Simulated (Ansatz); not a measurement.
Basis-set extrapolation for `[SiH3][Si]([SiH3])([SiH3])[SiH3]` (PBE0-D4/def2-TZVP geometry, frozen core, the Gaussian-basis code of Ansatz). Multiplicity 1, RHF reference.

|  | def2-TZVPP | def2-QZVPP |
| --- | --- | --- |
| HF | -1451.693190 | -1451.737485 |
| MP2 correlation | -0.642901 | -0.689019 |
| CCSD(T) correlation | -0.776180 | not run |

Energies in hartree. Use E(X) = E(∞) + A·exp(−7.88·√X) for Hartree–Fock and E(X) = E(∞) + B·X^(−2.97) for correlation, with X = 3 and 4, and add CCSD(T) minus MP2 of the smaller set to the MP2 limit.

Q: What is the CCSD(T) energy at the basis-set limit?

A: HF limit: -1451.737485 + (-0.044295) × 0.13774 = -1451.74359. MP2 limit: -0.689019 + (-0.046118) × 0.74074 = -0.72318. Higher-order term: -0.776180 − (-0.642901) = -0.13328. Total: -1452.60005 hartree, 3.56 eV below CCSD(T)/def2-TZVPP.
